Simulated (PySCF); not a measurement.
# Radial density of Pd²⁺ (palladium, charge +2)

UHF, [Kr] 4d8, high-spin 3F determinant. All numbers are calculated (PySCF 2.14, a scalar-relativistic core potential, in aug-cc-pVDZ-PP with ECP28MDF (5s5p4d2f, 54 functions)). This is the valence pseudo-density: the core potential removes the inner electrons and smooths the orbitals near the nucleus.

| r (bohr) | 4πr²ρ (e/bohr) | 4πr²(ρα − ρβ) |
| --- | --- | --- |
| 0.0187 | 1.426e-05 | 0.0000 |
| 0.0314 | 3.615e-05 | 0.0000 |
| 0.0528 | 8.639e-05 | 0.0000 |
| 0.0888 | 0.0003288 | 0.0000 |
| 0.149 | 0.003409 | 0.0005 |
| 0.251 | 0.05634 | 0.0078 |
| 0.423 | 1.327 | 0.1243 |
| 0.711 | 12.47 | 1.0493 |
| 1.20 | 13.24 | 1.6630 |
| 2.01 | 2.514 | 0.4885 |
| 3.38 | 0.1104 | 0.0179 |
| 5.69 | 0.0006356 | 0.0000 |

Energies and moments cover only the electrons outside the core potential.
